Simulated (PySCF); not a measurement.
3,3-difluorocyclobutene (C₄H₄F₂), SMILES FC1(F)C=CC1.

Coordinates come from a B3LYP-D3(BJ)/def2-SVP optimisation.

These are PySCF with PBE/def2-TZVP values and carry that method's errors.

Gas-phase values at a fixed geometry.

| Item | Result |
|---|---|
| total energy | -354.21849 hartree |
| point group | Cs |
| highest occupied level | -6.96 eV |
| lowest empty level | -1.62 eV |
| orbital gap | 5.34 eV |
| dipole moment | 2.34 D |
| quadrupole, principal values (traceless, Buckingham form, about the centre of nuclear charge) | -4.07, -0.03, 4.10 D·Å |
| mean static polarisability | 46.0 bohr³ (6.81 Å³) |
| polarisability, principal values | 37.2, 48.4, 52.4 bohr³ |
